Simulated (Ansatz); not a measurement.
Mulliken charges of `C[B]O[SiH3]` radical from r2SCAN/def2-TZVPP in Ansatz (PBE0-D4/def2-TZVP geometry).

```json
{"atom": "C1", "x (Å)": "-0.476", "y (Å)": "1.528", "z (Å)": "-1.333", "charge (e)": "-0.206"}
{"atom": "B2", "x (Å)": "-0.314", "y (Å)": "0.635", "z (Å)": "-0.069", "charge (e)": "0.089"}
{"atom": "O3", "x (Å)": "0.289", "y (Å)": "-0.560", "z (Å)": "-0.035", "charge (e)": "-0.336"}
{"atom": "Si4", "x (Å)": "0.485", "y (Å)": "-1.527", "z (Å)": "1.309", "charge (e)": "0.443"}
{"atom": "H5", "x (Å)": "0.091", "y (Å)": "2.455", "z (Å)": "-1.196", "charge (e)": "0.075"}
{"atom": "H6", "x (Å)": "-0.125", "y (Å)": "1.032", "z (Å)": "-2.245", "charge (e)": "0.061"}
{"atom": "H7", "x (Å)": "-1.518", "y (Å)": "1.830", "z (Å)": "-1.464", "charge (e)": "0.076"}
{"atom": "H8", "x (Å)": "1.211", "y (Å)": "-2.730", "z (Å)": "0.844", "charge (e)": "-0.069"}
{"atom": "H9", "x (Å)": "-0.839", "y (Å)": "-1.905", "z (Å)": "1.858", "charge (e)": "-0.066"}
{"atom": "H10", "x (Å)": "1.280", "y (Å)": "-0.811", "z (Å)": "2.336", "charge (e)": "-0.066"}
```

Problem. By hand: the dipole of these point charges (1 e Å = 4.8032 D).

Solution. Σ q r = (-0.041, 0.007, 0.187) e Å, of length 0.192 e Å = 0.92 D.

Problem. How does the dipole of the full density compare? (Best estimate.)

Solution. Computed: (0.042, -0.052, -0.043) e Å, 0.38 D; the point charges give 2.42 times that, at 132° from its direction, so they point the opposite way.

Point charges leave out the atoms' own dipoles, such as those of lone pairs, and Mulliken's split depends on the basis, so the two needn't agree.
